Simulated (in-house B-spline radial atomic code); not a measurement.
Radial electron density of neutral iron, [Ar] 3d6 4s1 4f1. Computed with an all-electron radial atomic-structure program (B-spline basis): Dirac-Hartree-Fock, average of configuration, Fermi nucleus of rms radius 3.7377 fm, inside a hard spherical wall at 4.23 bohr.

Columns: r (bohr), 4πr²n(r) (electrons per bohr), bar.

```
 0.00231   0.7927 #
 0.00277    1.106 #
 0.00333    1.542 ##
   0.004    2.134 ###
 0.00481    2.939 ####
 0.00577    3.997 #####
 0.00693    5.393 #######
 0.00833    7.199 #########
    0.01    9.451 ############
   0.012    12.19 ###############
  0.0144    15.41 ###################
  0.0173    19.02 ########################
  0.0208    22.82 #############################
   0.025    26.42 #################################
    0.03    29.35 #####################################
  0.0361    31.14 #######################################
  0.0433    31.37 #######################################
   0.052    30.04 ######################################
  0.0625    27.64 ###################################
  0.0751    25.29 ################################
  0.0902    24.33 ###############################
   0.108    25.68 ################################
    0.13    29.25 #####################################
   0.156    33.19 ##########################################
   0.188       35 ############################################
   0.225    32.65 #########################################
   0.271    26.23 #################################
   0.325     18.8 ########################
   0.391    13.74 #################
   0.469       13 ################
   0.564    15.09 ###################
   0.677    16.73 #####################
   0.813    15.72 ####################
   0.976    12.27 ###############
    1.17     8.15 ##########
    1.41    4.768 ######
    1.69    2.827 ####
    2.03    1.917 ##
    2.44     1.54 ##
    2.93    1.204 ##
    3.52    0.541 #
    4.19 0.002106
```

On this grid the curve has 3 maxima, near 0.0433, 0.188, 0.677 bohr.

The 3d3/2 radial function P(r) = rR(r), positive near the nucleus, with its small component Q(r) (sign convention: Q ≈ (P' + κP/r)/2c):

```
r (bohr)         P           Q
  0.0208  0.001194   0.0009712
    0.03   0.00327     0.00184
  0.0433  0.008737    0.003364
  0.0625   0.02243    0.005843
  0.0902   0.05443    0.009466
    0.13    0.1221     0.01396
   0.188    0.2498      0.0183
   0.271    0.4489     0.02059
   0.391    0.6945     0.01913
   0.564     0.893     0.01389
   0.813    0.9284    0.007511
    1.17    0.7735    0.002878
    1.69    0.5112   0.0005956
    2.44    0.2585  -0.0001249
    3.52    0.0753   -0.000277
```
